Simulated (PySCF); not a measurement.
Input of a response calculation (the driver script's job line, then coordinates in Å):

```
{"job": {"kind": "uv", "xc": "CAM-B3LYP", "basis": "def2-SVPD", "ip": true}, "charge": 0, "multiplicity": 1}
C     -1.730316    -1.578452     1.436916
C     -1.360597    -0.659969     0.280627
P     -0.050821     0.503913     0.765877
C      0.301189     1.520587    -0.686766
O     -0.369077     1.285481     2.007363
N      1.337700    -0.411594     1.086365
Si     1.900416    -0.173112     2.759712
Si     2.141659    -1.543809     0.014143
H     -2.006730    -0.984149     2.319730
H     -2.576702    -2.228833     1.172774
H     -0.882849    -2.221611     1.719237
H     -2.220900    -0.039961    -0.023334
H     -1.037820    -1.222847    -0.611526
H      0.616801     0.914589    -1.548153
H     -0.598931     2.093912    -0.951831
H      1.100724     2.224657    -0.415453
H      2.366541     1.212978     3.027684
H      3.091051    -1.085066     2.820427
H      0.917885    -0.635582     3.775723
H      3.577465    -1.184537    -0.176167
H      2.058212    -2.943152     0.529445
H      1.446583    -1.480791    -1.308230
```

Theory: TDDFT CAM-B3LYP/def2-SVPD, vertical, gas phase, core orbitals frozen in the response in PySCF. Job line and output are in the format of a driver script around the code.

What does the script print for it, SCF cycles aside?

```
converged SCF energy = -1172.5791847791

Static polarisability (au): isotropic 120.328, principal 116.292 119.239 125.454

Singlet excitations
state   eV       nm        f      main configurations
  1   6.8045    182.2   0.00123   H->L 0.55, H->L+1 0.17, H-1->L 0.12
  2   7.3819    168.0   0.00029   H->L 0.35, H-1->L 0.20, H->L+1 0.17
  3   7.5772    163.6   0.05939   H-1->L 0.42, H->L+1 0.41
  4   7.6412    162.3   0.00233   H->L+3 0.26, H->L+4 0.25, H->L+5 0.10
  5   7.7059    160.9   0.04543   H-2->L 0.77
  6   7.8122    158.7   0.00981   H->L+2 0.15, H->L+8 0.13, H-1->L+1 0.12
  7   7.8711    157.5   0.03281   H->L+2 0.23, H->L+5 0.17
  8   7.9940    155.1   0.03442   H->L+3 0.24, H->L+2 0.19, H->L+5 0.08
  9   8.1030    153.0   0.00590   H->L+2 0.17, H->L+6 0.15
 10   8.1897    151.4   0.00161   H-2->L+1 0.29, H-2->L+4 0.22, H-2->L+8 0.13

Triplet excitations (Tamm-Dancoff, eV): 6.5175 7.1677 7.3327 7.4214
Vertical ionisation energy (delta-SCF) = 9.5053 eV
```

Geometry: PBE0-D3(BJ)/def2-SVP, one conformer, isolated molecule.

H and L stand for HOMO and LUMO.

The vertical ionisation energy (ΔSCF) is 9.51 eV, 1.32 eV above S10.

Shape of the structure used: `[CH3:1][CH2:2][P@@:3]([CH3:4])(=[O:5])[N:6]([SiH3:7])[SiH3:8]`: C1–C2–P3–C4 180°, C2–P3–N6–Si7 -121°.
